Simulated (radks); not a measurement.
Values are calculated unless marked as measured or tabulated.
Ionisation of the bismuth ion Bi68+, [Ne] 3s2 3p3, to Bi69+, [Ne] 3s2 3p2, under several functionals. Dirac Kohn-Sham, spin-unpolarised, spherical densities, point nucleus; open shells are shared between the two j in proportion to 2j + 1; a radial shooting solver on a logarithmic mesh with Libxc functionals. Known Delta-SCF values: LDA (Slater exchange, Perdew-Zunger correlation) 8241.8 eV. What does LDA (Slater exchange, Perdew-Wang correlation) give, and what is its highest occupied eigenvalue?

Answer. 8241.8 eV by Delta-SCF; the 3p3/2 eigenvalue is -7956.1 eV. NIST: 8010 eV (theoretical).

Beside tabulated values, note that spin-unpolarised runs miss the spin-polarisation part of the exchange energy of open shells.
